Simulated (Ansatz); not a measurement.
Gas-phase electronic energies from Ansatz, PBE0-D4/def2-TZVP geometries. CBS: MP2 limit from def2 TZ/QZ plus the TZ coupled-cluster correction, frozen cores. Functionals use def2-TZVPP. B3LYP here is the variant with VWN-RPA as its local correlation; programs differ in this. One conformer a species, not always the lowest.

Consider the formal exchange of groups at the Si–O bond: `O[Si@@H](F)N[Si@@H](O)F` + `COCC=O` → `O[SiH](F)N[SiH2]F` + `O=CCOCO`.

```
             level  ΔE (kJ/mol)  difference from CCSD(T)/CBS
            PBE-D4        156.3                        -14.2
           PBE0-D4        162.5                         -8.0
          B3LYP-D4        167.6                         -2.9
           ωB97M-V        168.1                         -2.4
               PBE        154.8                        -15.7
             B3LYP        165.0                         -5.5
    MP2/def2-TZVPP        173.3                          2.8
CCSD(T)/def2-TZVPP        167.0                         -3.5
SCS-MP2/def2-QZVPP        172.1                          1.6
    CCSD/CBS(def2)        172.2                          1.7
       CCSD(T)/CBS        170.5                            0
```

Largest T1 diagnostic among the species: 0.014.

From PBE to PBE0 (25 % exact exchange), in def2-TZVPP and without D4, ΔE moves by +6.5 kJ/mol.
